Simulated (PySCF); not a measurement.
Computed Raman spectrum (relative Raman activity) of a molecule C4H3ClF2. The structure is a stationary point at B3LYP-D3(BJ)/def2-SVP. One conformer was computed; it need not be the lowest. The numbers are results of B3LYP-D3(BJ)/def2-SVP run with PySCF, not measurements. Frequencies are harmonic and unscaled.

Lines under 2 % of the strongest are left out, and lines within 2 cm⁻¹ are merged.

```json
[
 {"ν (cm⁻¹)": "675", "relative intensity": "3.3"},
 {"ν (cm⁻¹)": "775", "relative intensity": "2.3"},
 {"ν (cm⁻¹)": "1413", "relative intensity": "27"},
 {"ν (cm⁻¹)": "1736", "relative intensity": "100"},
 {"ν (cm⁻¹)": "3186", "relative intensity": "29"},
 {"ν (cm⁻¹)": "3214", "relative intensity": "23"},
 {"ν (cm⁻¹)": "3300", "relative intensity": "18"}
]
```

**Question.** Which structure fits?
(A) C=C(F)/C(Cl)=C\F
(B) FC1(F)CC=C1Cl
(C) F[C@@H]1C(Cl)=C[C@@H]1F
(D) C=C(F)/C=C(\F)Cl

**Answer.** A, C=C(F)/C(Cl)=C\F
